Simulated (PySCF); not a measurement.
**BrF₂⁻ at several levels of theory**

All levels use the PBE0 minimum (singlet; Br–F 1.960 Å (×2); F–Br–F 180.0°), basis [Br def2-TZVPD, F def2-TZVPD], no relativity, density fitting, no spin–orbit coupling, PySCF. For vertical energies the ionised species is a doublet (spins chosen at PBE0 and kept). Open shells are unrestricted, also as the reference of the correlated levels. A dash marks a value that was not computed or is not defined at that level.

Z-matrix (Å, degrees; charge -1 multiplicity 1):
```
Br
F  1 1.9598
F  1 1.9598 2 180.00
```

| level | vertical detachment energy (eV) | −ε(HOMO) (eV) | gap (eV) |
| --- | --- | --- | --- |
| PBE0 | 4.80 | 2.29 | 6.15 |
| HF | 4.75 | 5.99 | 11.55 |
| MP2 | 5.04 | – | – |
| PBE | 4.32 | 0.76 | 3.77 |
| r2SCAN | 4.57 | 1.09 | 4.35 |
| B3LYP | 4.80 | 2.05 | 5.63 |
| TPSSh | 4.57 | 1.47 | 4.96 |
| LC-wPBE | 5.10 | 5.11 | 10.45 |
| CAM-B3LYP | 5.03 | 3.77 | 8.29 |

The lowest empty level of this anion is unbound, so it and the gap depend on the basis.
